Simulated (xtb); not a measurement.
F (SMILES [F+]), charge +1, triplet; xtb with GFN2-xTB with ALPB(water).

xtb was given this input:
```
$ xtb mol.xyz --gfn 2 --chrg 1 --uhf 2 --alpb water --json

# file mol.xyz
1

F      0.00000000     0.00000000     0.00000000
```

It wrote (shortened):

```
   ID    Z sym.   atoms
    1    9 F      1

           -------------------------------------------------
          |                Calculation Setup                |
           -------------------------------------------------

           -------------------------------------------------
          |                 G F N 2 - x T B                 |
           -------------------------------------------------

      * Solvation model:               ALPB
        Solvent                        water
        Parameter file                 internal GFN2-xTB/ALPB
        Dielectric constant                8.0200E+01
        Reference state                gsolv [1 M gas/solution]
        Free energy shift                  1.0808E-03 Eh       6.7819E-01 kcal/mol
        Temperature                        2.9815E+02 K
        Density                            1.0000E+00 kg/L
        Solvent mass                       1.8000E+01 g/mol
        Interaction kernel             P16
        Born radius scaling (c1)           1.4744E+00
        Born radii integrator          GBOBC
        Born offset                        0.0000E+00 a0       0.0000E+00 AA
        H-bond correction              true
        Ion screening                  false
        Surface tension                    1.0000E-05 Eh       1.5569E+01 dyn/cm
        Grid points                               230 per atom

          ...................................................
          :                      SETUP                      :
          :.................................................:
          :  # basis functions                   4          :
          :  # atomic orbitals                   4          :
          :  # shells                            2          :
          :  # electrons                         6          :
          :  max. iterations                   250          :
          :  Hamiltonian                  GFN2-xTB          :
          :  restarted?                      false          :
          :  GBSA solvation                   true          :
          :  PC potential                    false          :
          :  electronic temp.          300.0000000     K    :
          :  accuracy                    1.0000000          :
          :  -> integral cutoff          0.2500000E+02      :
          :  -> integral neglect         0.1000000E-07      :
          :  -> SCF convergence          0.1000000E-05 Eh   :
          :  -> wf. convergence          0.1000000E-03 e    :
          :  Broyden damping             0.4000000          :
          :  net charge                          1          :
          :  unpaired electrons                  2          :
          ...................................................

 iter      E             dE          RMSdq      gap      omega  full diag
   1     -3.8774549 -0.387745E+01  0.404E+00    0.00       0.0  T
   2     -3.8774549  0.000000E+00  0.323E+00    0.00       0.0  T
   3     -3.8774549  0.000000E+00  0.249E+00    0.00       0.0  T
   4     -3.8774549  0.000000E+00  0.199E+00    0.00       0.0  T
   5     -3.8774549  0.000000E+00  0.159E+00    0.00       0.0  T
   6     -3.8774549  0.000000E+00  0.127E+00    0.00       0.0  T
   7     -3.8774549  0.000000E+00  0.102E+00    0.00       0.0  T
   8     -3.8774549  0.000000E+00  0.816E-01    0.00       0.0  T
   9     -3.8774549  0.000000E+00  0.652E-01    0.00       0.0  T
  10     -3.8774549  0.000000E+00  0.522E-01    0.00       0.0  T
  11     -3.8774549  0.000000E+00  0.418E-01    0.00       0.0  T
  12     -3.8774549  0.000000E+00  0.334E-01    0.00       0.0  T
  13     -3.8774549  0.000000E+00  0.267E-01    0.00       0.0  T
  14     -3.8774549  0.000000E+00  0.214E-01    0.00       0.0  T
  15     -3.8774549  0.000000E+00  0.171E-01    0.00       0.0  T
  16     -3.8774549  0.000000E+00  0.137E-01    0.00       0.0  T
  17     -3.8774549  0.000000E+00  0.109E-01    0.00       0.0  T
[...]

 transition dipole moment (au) for excitation:           3           4
     X       Y       Z
   0.0000   0.0000   0.0000  total (au/Debye):    0.000   0.000
 dE (eV)             :    0.000
 oscillator strength :  0.00000E+00

         :::::::::::::::::::::::::::::::::::::::::::::::::::::
         ::                     SUMMARY                     ::
         :::::::::::::::::::::::::::::::::::::::::::::::::::::
         :: total energy              -3.877454941979 Eh    ::
         :: total w/o Gsasa/hb        -3.861204357745 Eh    ::
         :: gradient norm              0.000000000000 Eh/a0 ::
         :: HOMO-LUMO gap              0.000000000000 eV    ::
         ::.................................................::
         :: SCC energy                -3.877454941979 Eh    ::
         :: -> isotropic ES            0.334106976838 Eh    ::
         :: -> anisotropic ES          0.000000000000 Eh    ::
         :: -> anisotropic XC         -0.000000000000 Eh    ::
         :: -> dispersion              0.000000000000 Eh    ::
         :: -> Gsolv                  -0.170898231846 Eh    ::
         ::    -> Gelec               -0.154647647612 Eh    ::
         ::    -> Gsasa                0.002975935391 Eh    ::
         ::    -> Ghb                 -0.020307279323 Eh    ::
         ::    -> Gshift               0.001080759698 Eh    ::
         :: repulsion energy           0.000000000000 Eh    ::
         :: add. restraining           0.000000000000 Eh    ::
         :: total charge               1.000000000000 e     ::
         :::::::::::::::::::::::::::::::::::::::::::::::::::::

           -------------------------------------------------
          |                Property Printout                |
           -------------------------------------------------

    * Orbital Energies and Occupations

         #    Occupation            Energy/Eh            Energy/eV
      -------------------------------------------------------------
         1        2.0000           -1.0882561             -29.6130
         2        1.3333           -0.9207420             -25.0547
         3        1.3333           -0.9207420             -25.0547
         4        1.3333           -0.9207420             -25.0547 (HOMO)
      -------------------------------------------------------------
                  HL-Gap            0.9207420 Eh           25.0547 eV
             Fermi-level           -0.4607003 Eh          -12.5363 eV

     #   Z          covCN         q      C6AA      α(0)
     1   9 F        0.000     1.000     4.120     2.364

 Mol. C6AA /au·bohr⁶  :          4.120426
 Mol. C8AA /au·bohr⁸  :         70.505636
 Mol. α(0) /au        :          2.364245

Wiberg/Mayer (AO) data.
largest (>0.10) Wiberg bond orders for each atom

 ---------------------------------------------------------------------------
     #   Z sym  total        # sym  WBO       # sym  WBO       # sym  WBO
 ---------------------------------------------------------------------------
     1   9 F    0.000
 ---------------------------------------------------------------------------

molecular dipole:
                 x           y           z       tot (Debye)
 q only:        0.000       0.000       0.000
   full:        0.000       0.000       0.000       0.000
molecular quadrupole (traceless):
                xx          xy          yy          xz          yz          zz
 q only:        0.000       0.000       0.000       0.000       0.000       0.000
  q+dip:        0.000       0.000       0.000       0.000       0.000       0.000
   full:        0.000       0.000       0.000       0.000       0.000       0.000

           -------------------------------------------------
          | TOTAL ENERGY               -3.877454941979 Eh   |
          | GRADIENT NORM               0.000000000000 Eh/α |
          | HOMO-LUMO GAP              25.054665738251 eV   |
           -------------------------------------------------

normal termination of xtb
```
